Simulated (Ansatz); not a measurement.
Mulliken charges of CH₄BFOSi, SMILES `O=CB[SiH2]F` from PBE/def2-TZVPP in Ansatz (PBE0-D4/def2-TZVP geometry).

```csv
atom,x (Å),y (Å),z (Å),charge (e)
O1,-0.789,0.780,1.704,-0.179
C2,-0.128,1.442,0.910,0.215
B3,0.628,0.189,0.496,-0.140
Si4,-0.077,-1.008,-0.945,0.425
F5,-1.361,-0.349,-1.660,-0.298
H6,-0.262,2.525,0.778,0.106
H7,1.609,-0.085,1.122,0.030
H8,0.964,-1.203,-1.992,-0.085
H9,-0.494,-2.338,-0.431,-0.074
```

Task: By hand: the dipole of these point charges (1 e Å = 4.8032 D).

Result: Σ q r = (0.374, 0.360, 0.232) e Å, of length 0.569 e Å = 2.73 D.

Task: How does the dipole of the full density compare? (An estimate is asked.)

Result: Computed: (0.278, 0.312, 0.052) e Å, 2.02 D; the point charges give 1.35 times that, at 18° from its direction.

Point charges leave out the atoms' own dipoles, such as those of lone pairs, and Mulliken's split depends on the basis, so the two needn't agree.
